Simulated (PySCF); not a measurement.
Spectrum to structure. Theory: PySCF 2.14.0, density-fitted response routines, TDDFT B3LYP/def2-SVPD, vertical, gas phase, core orbitals frozen in the response. Geometries: GFN2-xTB, one conformer each.

| state | E (eV) | f | main configurations (H = HOMO, L = LUMO) |
| --- | --- | --- | --- |
| S1 | 6.68 | 0.021 | H→L (98%) |
| S2 | 6.98 | 0.017 | H→L+1 (97%) |
| S3 | 7.49 | 0.0000 | H→L+2 (85%) |
| S4 | 7.60 | 0.0049 | H-2→L (87%), H-1→L (10%) |
| S5 | 7.64 | 0.0010 | H-1→L (81%), H-2→L (9%) |
| S6 | 7.88 | 0.012 | H→L+4 (74%), H-2→L+1 (9%) |
| S7 | 7.89 | 0.0000 | H→L+3 (67%), H-1→L+1 (16%), H→L+2 (9%) |
| S8 | 7.97 | 0.044 | H-2→L+1 (41%), H→L+5 (29%), H→L+4 (18%) |

Triplets computed (Tamm–Dancoff): 6.51, 6.79, 7.22 eV.

Orbital energies (eV): HOMO-3 -9.45, HOMO-2 -8.74, HOMO-1 -8.74, HOMO -7.73, LUMO -0.08, LUMO+1 0.21, LUMO+2 0.75.

Task: Which structure fits? All have the formula C2H8O3Si2.
A. `CC1O[SiH2]O[SiH2]O1`
B. `O=C(CO[SiH3])[SiH2]O`
C. `O[Si@@H]1COC[SiH2]O1`
D. `O=C(O)[SiH2]OC[SiH3]`
E. `O=C(C[SiH2]O)O[SiH3]`

Result: A. Its S1, at 6.68 eV, is the highest among the candidates; the nearest of the others has S1 at 5.78 eV. S1 is HOMO→LUMO (98%). Löwdin shares by element: HOMO oxygen 39% or more, carbon 11% or more, hydrogen 8% or more (atoms not listed hold the other 41%); LUMO silicon 48%, oxygen 9% or more, hydrogen 7% or more (atoms not listed hold the other 37%). At the same level the other candidates give, for their lowest levels:
- `O=C(CO[SiH3])[SiH2]O`: 3.58 eV (f 0.001); 4.98 eV (f 0.010); 5.44 eV (f 0.002); 5.78 eV (f 0.000); 6.20 eV (f 0.008); T1 3.02 eV; HOMO -7.05, LUMO -1.93 eV
- `O=C(O)[SiH2]OC[SiH3]`: 4.95 eV (f 0.003); 5.99 eV (f 0.004); 6.47 eV (f 0.000); 6.70 eV (f 0.002); 6.74 eV (f 0.089); T1 4.31 eV; HOMO -7.60, LUMO -1.08 eV
- `O=C(C[SiH2]O)O[SiH3]`: 5.78 eV (f 0.007); 6.75 eV (f 0.006); 7.03 eV (f 0.023); 7.20 eV (f 0.203); 7.41 eV (f 0.010); T1 5.33 eV; HOMO -8.25, LUMO -0.80 eV
- `O[Si@@H]1COC[SiH2]O1`: 5.36 eV (f 0.004); 5.90 eV (f 0.012); 6.03 eV (f 0.023); 6.55 eV (f 0.004); 6.67 eV (f 0.040); T1 5.01 eV; HOMO -6.53, LUMO -0.21 eV
